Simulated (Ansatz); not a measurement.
Mulliken charges of CH₂OSSi, SMILES `O=C1[SiH2]S1` from ωB97M-V/def2-TZVPP in Ansatz (PBE0-D4/def2-TZVP geometry).

```tsv
atom	x (Å)	y (Å)	z (Å)	charge (e)
O1	-0.629	-2.103	0.529	-0.215
C2	-0.432	-1.002	0.153	0.116
Si3	0.432	0.616	-0.009	0.243
S4	-1.376	0.105	-1.000	-0.143
H5	1.671	0.718	-0.813	0.000
H6	0.376	1.601	1.094	0.000
```

By hand: the dipole of these point charges (1 e Å = 4.8032 D).

Σ q r = (0.387, 0.471, 0.045) e Å, of length 0.611 e Å = 2.93 D.

How does the dipole of the full density compare? (An estimate is asked.)

The calculation gave: (0.360, 0.533, -0.002) e Å, 3.09 D; the point charges give 0.95 times that, at 7° from its direction.

Point charges leave out the atoms' own dipoles, such as those of lone pairs, and Mulliken's split depends on the basis, so the close match here is no proof of good charges.
